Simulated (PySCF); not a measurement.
**Telling isomers of C5H9NO3Si apart by NMR**

[PySCF 2.14.0 with density-fitted response routines: GFN2-xTB structure; shielding tensors at PBE0/pcSseg-1 (GIAO); non-relativistic; a single conformation; in vacuum; averaged over atoms made equivalent by symmetry, fast rotation or ring inversion]

δ = σ(ref) − σ, references computed at the same level: ¹H (σ = 31.72 ppm) and ¹³C (σ = 186.93 ppm) against TMS. Where no couplings were computed, multiplicities follow the n + 1 count of equivalent neighbours, and m marks all less simple cases (inequivalent or close neighbours, rings, F or P nearby). Acid and N–H amide carbonyl carbons lie up to 10 ppm further downfield in solution (hydrogen bonding). Shifts are as computed. Against solution values, carbons near 30 ppm lie about +3 ppm off and those near 130 ppm about +5 ppm. Of 1309 compounds with measured shifts, 239 miss one by over three times the rms of a fit or turn the order of signals round; such compounds aren't used in these exercises. OH and NH positions are gas-phase values without hydrogen bonding to other molecules.

(1) Tabulate the signals of `CO[Si@H](O)n1ccc(O)c1`, `OCCc1nocc1O[SiH3]`, `C=NC(=C)O[SiH2]OC(C)=O`, `C=C(OC)[SiH2]/N=C\C(=O)O`, `CCOc1nocc1O[SiH3]`, `CO[Si@@](N)(O)c1ccco1` and their relative energies.

(2) What is the quickest way to tell OCCc1nocc1O[SiH3] from CO[Si@@](N)(O)c1ccco1?

(3) What is the quickest way to tell OCCc1nocc1O[SiH3] from C=C(OC)[SiH2]/N=C\C(=O)O?

(4) What is the quickest way to tell CCOc1nocc1O[SiH3] from CO[Si@@](N)(O)c1ccco1?

## Answers

(1) 
```json
{"SMILES": "CO[Si@H](O)n1ccc(O)c1", "carbon types": "1×C 3×CH 1×CH3", "δC": "155.3, 121.6, 107.2, 104.2, 53.7", "δH": "6.47 (m, 1H), 6.19 (m, 1H), 6.18 (m, 1H), 4.85 (s, 1H), 4.14 (s, 3H), 3.50 (br s, 1H), 2.32 (br s, 1H)", "E rel. (kcal/mol)": "11.3"}
{"SMILES": "OCCc1nocc1O[SiH3]", "carbon types": "2×C 1×CH 2×CH2", "δC": "163.9, 147.3, 145.5, 65.5, 29.7", "δH": "8.22 (s, 1H), 5.13 (s, 3H), 4.07 (t, 2H), 3.48 (br s, 1H), 2.91 (t, 2H)", "E rel. (kcal/mol)": "90.9"}
{"SMILES": "C=NC(=C)O[SiH2]OC(C)=O", "carbon types": "2×C 2×CH2 1×CH3", "δC": "176.8, 168.8, 155.1, 81.3, 23.9", "δH": "7.89 (d, 1H), 7.04 (d, 1H), 5.20 (s, 2H), 4.10 (m, 1H), 4.07 (m, 1H), 2.17 (s, 3H)", "E rel. (kcal/mol)": "37.7"}
{"SMILES": "C=C(OC)[SiH2]/N=C\\C(=O)O", "carbon types": "2×C 1×CH 1×CH2 1×CH3", "δC": "169.1, 165.3, 161.9, 98.5, 55.6", "δH": "8.68 (s, 1H), 6.69 (br s, 1H), 5.80 (s, 2H), 4.71 (m, 1H), 4.65 (m, 1H), 3.58 (s, 3H)", "E rel. (kcal/mol)": "84.3"}
{"SMILES": "CCOc1nocc1O[SiH3]", "carbon types": "2×C 1×CH 1×CH2 1×CH3", "δC": "169.4, 150.3, 137.5, 67.5, 14.8", "δH": "8.06 (s, 1H), 5.20 (s, 3H), 4.65 (q, 2H), 1.59 (t, 3H)", "E rel. (kcal/mol)": "96.2"}
{"SMILES": "CO[Si@@](N)(O)c1ccco1", "carbon types": "1×C 3×CH 1×CH3", "δC": "160.7, 152.0, 126.6, 115.7, 53.8", "δH": "7.74 (m, 1H), 7.00 (m, 1H), 6.63 (m, 1H), 4.21 (s, 3H), 1.68 (br s, 1H), 0.75 (br s, 2H)", "E rel. (kcal/mol)": "0.0"}
```

Energies are electronic energies at PBE0/pcSseg-1 on these geometries, without zero-point or thermal terms, each for the one conformer computed, which needn't be the lowest.

(2) Both give the same number of carbon signals, but DEPT or the intensities differ. The first has an sp3 CH2 bonded to O at 65.5 ppm, the second a methyl carbon bonded to O (CH3) at 53.8 ppm. Their most deshielded carbons lie at 163.9 and 160.7 ppm. In the proton spectra the most deshielded non-exchanging signals are 8.22 (s, 1H) and 7.74 (m, 1H).

(3) Both give the same number of carbon signals, but DEPT or the intensities differ. The first has an sp3 CH2 on an aromatic ring at 29.7 ppm, the second a methyl carbon bonded to O (CH3) at 55.6 ppm. Their most deshielded carbons lie at 163.9 and 169.1 ppm. In the proton spectra the most deshielded non-exchanging signals are 8.22 (s, 1H) and 8.68 (s, 1H).

(4) Both give the same number of carbon signals, but DEPT or the intensities differ. The first has an sp3 CH2 bonded to O at 67.5 ppm, the second a methyl carbon bonded to O (CH3) at 53.8 ppm. Their most deshielded carbons lie at 169.4 and 160.7 ppm.
